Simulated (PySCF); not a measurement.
In(Cl)(OMe)(NH2) (CH5ClInNO), SMILES C[O][In]([NH2])[Cl]. The structure is a stationary point at B3LYP-D3(BJ)/def2-SVP. The structure was generated by enumeration; whether it is a known compound was not checked. The def2 effective core potentials stand for the cores of In; spin–orbit coupling is left out. The values are those of a single conformer.

Task: Give the equilibrium geometry at B3LYP-D3(BJ)/def2-SVP (PySCF confirms it by a frequency run) as Cartesian coordinates in Å. (The exact figures need the calculation; the answer reports its results.)

Result: This is not unique; one that fits is 
```xyz
10

In     0.0897     0.1122     0.1236
Cl    -2.1237     0.3151     0.8978
O      0.2408    -0.8674    -1.6169
C      1.4777    -1.2133    -2.1881
H      2.0480    -1.9483    -1.5846
H      1.2909    -1.6784    -3.1731
H      2.1445    -0.3439    -2.3653
N      1.6520     0.6991     1.3016
H      1.3959     1.4249     1.9714
H      2.4721     1.0168     0.7845
```
Charge 0, spin multiplicity 1.
